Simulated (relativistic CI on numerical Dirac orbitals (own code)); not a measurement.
## I⁷⁺: sensitivity of the levels to the model

Base calculation: Dirac-Coulomb-Breit CI, orbitals from a KLI potential per configuration, model QED, unscaled Slater integrals.

Configuration list (outside the closed core [Ar] 3d10): 4s²4p⁶4d¹⁰, 4s²4p⁶4d⁹5s, 4s²4p⁶4d⁹4f, 4s²4p⁶4d⁹5p, 4s²4p⁶4d⁹5d, 4s²4p⁵4d¹⁰4f, 4s²4p⁶4d⁹6s, 4s²4p⁶4d⁹6p, 4s²4p⁶4d⁹5f, 4s²4p⁶4d⁹6d, 4s²4p⁶4d⁹7s, 4s²4p⁶4d⁹5g, 4s²4p⁶4d⁹7p, 4s²4p⁶4d⁹6f, 4s²4p⁵4d¹⁰5s, 4s4p⁶4d¹⁰4f, 4s²4p⁵4d¹⁰5p, 4s²4p⁵4d¹⁰5d, 4s²4p⁵4d¹⁰6s, 4s4p⁶4d¹⁰5s, 4s²4p⁵4d¹⁰6p, 4s²4p⁵4d¹⁰5f. Double excitations out of closed p, d and f shells are left out; levels of such configurations are missing from the list, as are those of other unlisted configurations, and high levels can miss mixing partners.

Variants: (1) non-relativistic limit. Shifts of the energy above 4s²4p⁶4d¹⁰ ¹S0, in cm⁻¹, for the lowest level and the first level of each name with at least 55 % of one term (blank where a level changes its place among those of its configuration and J or its character, or is not in the variant):

| Level | Base | Δ(1) |
| --- | --- | --- |
| 4s²4p⁶4d¹⁰ ¹S0 | 0 | 0 |
| 4s²4p⁶4d⁹5s ³D3 | 379751 | +42752 |
| 4s²4p⁶4d⁹5s ³D2 | 383434 | +39068 |
| 4s²4p⁶4d⁹5s ³D1 | 393847 | +28656 |
| 4s²4p⁶4d⁹5s ¹D2 | 398149 | +31477 |
| 4s²4p⁶4d⁹5p ³P°2 | 487320 | +30733 |
| 4s²4p⁶4d⁹5p ³F°3 | 492797 | +32555 |
| 4s²4p⁶4d⁹5p ³P°1 | 503023 | +15030 |
| 4s²4p⁶4d⁹5p ³F°2 | 504123 | +21229 |
| 4s²4p⁶4d⁹5p ³F°4 | 506113 | +19239 |
| 4s²4p⁶4d⁹5p ³P°0 | 513128 | +4925 |
| 4s²4p⁶4d⁹5p ¹D°2 | 513467 | +23035 |
| 4s²4p⁶4d⁹5p ³D°3 | 515626 |  |
| 4s²4p⁶4d⁹5p ¹P°1 | 515737 | +20091 |
| 4s²4p⁶4d⁹5p ³D°1 | 526215 | +10287 |
| 4s²4p⁶4d⁹5p ³D°2 | 529171 | +7331 |
| 4s²4p⁶4d⁹4f ³P°0 | 603495 | +9307 |
| 4s²4p⁶4d⁹4f ³P°1 | 605747 | +7055 |
| 4s²4p⁶4d⁹4f ³P°2 | 610275 | +2528 |
| 4s²4p⁶4d⁹4f ³H°6 | 620033 | +9496 |
| 4s²4p⁶4d⁹4f ³H°5 | 623530 | +5999 |
| 4s²4p⁶4d⁹4f ³H°4 | 630394 | -866 |

At this charge configurations can still be misplaced by up to about 7 % of their energy. Levels and lines within the n = 5 or 6 shells can be off by up to 10 % or somewhat more, and those that change n by about 2 %, since core polarisation is missing.

Ionisation energy from the two ground configurations alone: base 149.497 eV. The NIST ASD value (measured) is 150.81 eV.

LS names give the leading component of a level, which can be under half, so a name can repeat, a term be missing and a line seem to break the LS rules.
